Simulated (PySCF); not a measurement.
B₂FH₃N, B₂H₆NSi (calculated)

All values are calculated (PySCF 2.14.0). Calculation on a computer-drawn molecule: the log of a Hartree-Fock and frozen-core CCSD(T) single point meant for a local Hartree-Fock minimum, with one planted fault or none, to be diagnosed. Offsets are logged minus clean, where the clean run is the same molecule without the fault. The reference is restricted for singlets and unrestricted otherwise, and also for a bond in bohr or an excited solution. Adding or removing an electron swaps singlet and doublet. The excited solution moves the top pair (singlet) or top alpha electron (doublet) to the lowest empty orbital. Highest occupied and lowest empty are orbital energies over both spins, largest force is the largest gradient component, triples share is (T) over the correlation energy, the T1 limit is 0.02 restricted and 0.045 unrestricted, electrons count all cores, a negative frequency is imaginary (commonest isotopes), and the dipole is about the centre of nuclear charge.

Common to all runs: meant charge 0; meant multiplicity 2; logged SCF converged yes; logged SCF stable within its kind no; possible faults no fault, one electron removed, one electron added, multiplicity raised by two, geometry at a saddle point, SCF held on an excited solution, minimal basis STO-3G, one bond length entered in bohr, all coordinates scaled.

Notes on all entries: coupled-cluster numbers left out as unreliable.

(1) B₂FH₃N

Logged structure:
```xyz
7
B2FH3N
B     -2.1330     1.7980     1.7440
B     -0.8682     0.6958     1.9618
N     -0.4736     0.1628     3.1894
F     -0.2132     0.2575     0.8604
H     -2.3431     2.9697     1.6862
H      0.2581    -0.5153     3.2574
H     -0.8940     0.4028     4.0609
```

```
meant basis                     : cc-pVDZ
logged electrons                : 29
logged basis functions          : 71
logged spin squared             : 0.7709
logged highest occupied         : -7.8076 eV
logged lowest empty             : 0.67299 eV
logged largest force            : 0.030532 hartree/bohr
logged dipole magnitude         : 2.6205 debye
logged energy HF                : -205.00306 hartree
planted fault                   : SCF held on an excited solution
HF energy offset from clean run : 22.22 kcal/mol
```

Drawn bonds:
| atom | other atom | order |
| --- | --- | --- |
| 1 | 2 | 1 |
| 2 | 3 | 1 |
| 2 | 4 | 1 |
| 1 | 5 | 1 |
| 3 | 6 | 1 |
| 3 | 7 | 1 |

(2) B₂H₆NSi

Logged structure:
```xyz
10
B2H6NSi
B     -1.8453     3.0505     0.3578
B     -1.4581     1.5420    -0.1746
N     -2.3422     0.5300    -0.5730
Si     0.5719     1.2165    -0.3340
H     -1.9765     3.8707     1.2074
H     -3.3365     0.6197    -0.5410
H     -2.0444    -0.3557    -0.9246
H      0.9523    -0.0623     0.3261
H      1.3712     2.3015     0.2937
H      0.9884     1.1220    -1.7592
```

```
meant basis             : cc-pV(D+d)Z
logged electrons        : 37
logged basis functions  : 95
logged spin squared     : 0.7682
logged highest occupied : -7.0936 eV
logged lowest empty     : 0.61496 eV
logged largest force    : 0.035334 hartree/bohr
logged dipole magnitude : 2.4335 debye
logged energy HF        : -396.16786 hartree
planted fault           : ?
```

Drawn bonds:
| atom | other atom | order |
| --- | --- | --- |
| 1 | 2 | 1 |
| 2 | 3 | 1 |
| 2 | 4 | 1 |
| 1 | 5 | 1 |
| 3 | 6 | 1 |
| 3 | 7 | 1 |
| 4 | 8 | 1 |
| 4 | 9 | 1 |
| 4 | 10 | 1 |

To be estimated
1. Which fault was planted in the run of B₂H₆NSi (entry 2)?

## Answers
1. SCF held on an excited solution

Further results for B₂H₆NSi (entry 2):

```
HF energy offset from clean run : 24.05 kcal/mol
```
